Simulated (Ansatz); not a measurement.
Input for Ansatz (an electronic-structure program): R-wB97X-V/def2-TZVPP on CH6Sn (SMILES [CH3][SnH3]), a point of a torsion scan. Elements past Kr take the def2 small-core potentials; no spin–orbit coupling.

Ansatz 0.2 input:
```yaml
crystal:
  periodic: [false, false, false]
  atoms:
    - {symbol: C, position_ang: [-1.16183838, -0.09119224, 0.00885064]}
    - {symbol: Sn, position_ang: [0.98409692, 0.06648262, -0.00314431]}
    - {symbol: H, position_ang: [-1.58474277, 0.53252869, 0.78727078]}
    - {symbol: H, position_ang: [-1.46703065, -1.11513009, 0.18836109]}
    - {symbol: H, position_ang: [-1.57185525, 0.22539884, -0.94271171]}
    - {symbol: H, position_ang: [1.53569269, 1.10000410, 1.17066320]}
    - {symbol: H, position_ang: [1.55525130, 0.63423350, -1.45286453]}
    - {symbol: H, position_ang: [1.71421306, -1.39867078, 0.26242806]}
basis:
  gaussian:
    orbitals: def2-TZVPP
hamiltonian:
  xc: {name: wB97X-V}
scf: {lower_state_search: off}
```

Output:

```
WARN ansatz: RAYON_NUM_THREADS=1 ignored (pool sized by the plan → 1); use --threads N
Functional definition: wB97X-V
these checks for a lower state are left out or cut short: stability, starts, cluster_reference, orbital_swaps, neighbouring_geometries, increment
integrals: 0.09 GiB planned
966 factors; their error is unknown
integrals: 0.12 GiB planned
249 factors; integrals over basis functions are off by at most 8.6e-6 eV
mean field: 0.80 GiB planned
mean field evaluation 1: about -6962.5600 eV, gradient 3.5e1 eV
mean field evaluation 2: about -6963.5923 eV, gradient 2.7e1 eV
mean field evaluation 4: about -6965.2877 eV, gradient 7.2e-1 eV
mean field evaluation 8: about -6965.3356 eV, gradient 4.6e-3 eV
mean field -6965.33561619 eV, -255.9713626208 hartree, gradient 6.7e-6 eV, S^2 0.000000; 0 other end points of the search recorded, 0 dependent functions left out
reference -6965.33561384 eV, -255.9713625344 hartree; 17, 17 occupied and 148, 148 virtual orbitals, 966 factors
Total energy: -6965.33561384 eV, -255.9713625344 hartree
Checks for a lower state left out: stability, starts, cluster_reference, orbital_swaps, neighbouring_geometries, increment
```

Self-consistency was reached.

Cost: about 4 core-seconds (a rough figure).
